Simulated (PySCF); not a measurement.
`C=C[P@@]1(=N[SiH3])C[C@H]1C`, C$_{5}$H$_{12}$NPSi

Geometry:
```
atom   x (Å)   y (Å)   z (Å)
  C1   0.328  -1.641  -1.896
  C2  -0.403  -0.711  -1.302
  P3   0.207   0.066   0.211
  N4   1.589  -0.272   0.853
 Si5   3.188   0.087   0.321
  C6  -0.711   1.628   0.456
  C7  -1.173   0.435   1.339
  C8  -2.592  -0.053   1.196
  H9   0.015  -2.140  -2.799
 H10   1.278  -1.931  -1.475
 H11  -1.359  -0.381  -1.684
 H12   3.405   1.524   0.098
 H13   3.547  -0.592  -0.934
 H14   4.010  -0.405   1.423
 H15  -0.203   2.434   0.969
 H16  -1.421   1.971  -0.285
 H17  -0.845   0.513   2.373
 H18  -2.890  -0.103   0.151
 H19  -3.272   0.628   1.710
 H20  -2.705  -1.044   1.633
```

The calculation used GIAO HF/pcSseg-1 magnetisability, rotational g tensor and spin-rotation constants, non-relativistic, gas phase in PySCF 2.14.0. Geometry: GFN2-xTB.

(1) Give the nuclear spin-rotation constants along the inertial axes (H = +C I·J) beside the isotropic shieldings.

(2) How do the rotational constants and the g tensor change when H9, H10, H11, H12, H13, H14, H15, H16, H17, H18, H19, H20 are replaced by deuterium?

## Answers

(1) Rotational constants 2.1591, 0.9695, 0.7531 GHz. A star marks the isotopologue with that one atom substituted, in its own axes.
```tsv
atom	isotope	Caa (kHz)	Cbb (kHz)	Ccc (kHz)	mean (kHz)	σ (ppm)
P3	31P	2.275	1.119	1.131	1.509	457.8
N4	14N	0.140	-0.024	0.010	0.042	286.6
H9	1H	-0.214	0.093	-0.083	-0.068	25.2
H10	1H	0.093	-0.075	-0.059	-0.013	25.2
H11	1H	0.072	-0.089	-0.062	-0.026	26.5
H12	1H	-0.194	-0.057	0.011	-0.080	27.9
H13	1H	-0.151	0.028	-0.069	-0.064	27.8
H14	1H	-0.136	-0.052	-0.009	-0.066	27.7
H15	1H	-0.221	0.000	-0.073	-0.098	30.2
H16	1H	-0.166	-0.097	-0.040	-0.101	31.8
H17	1H	-0.237	-0.009	-0.062	-0.103	30.5
H18	1H	-0.232	-0.031	-0.062	-0.108	31.8
H19	1H	-0.088	-0.051	-0.078	-0.073	30.5
H20	1H	-0.239	-0.099	0.012	-0.109	30.5
C1	13C*	0.788	0.434	0.132	0.451	43.1
C2	13C*	0.733	0.377	0.142	0.417	60.0
Si5	29Si*	-0.983	-0.523	-0.399	-0.635	450.6
C6	13C*	0.218	0.125	0.123	0.155	175.1
C7	13C*	0.256	0.099	0.119	0.158	178.1
C8	13C*	0.271	0.129	0.094	0.165	176.8
```
For the geometry as given, no vibrational averaging.

(2) Constants 1.7832, 0.8255, 0.6441 GHz; g -0.0133, -0.0131, -0.0064, against -0.0160, -0.0153, -0.0073 before.
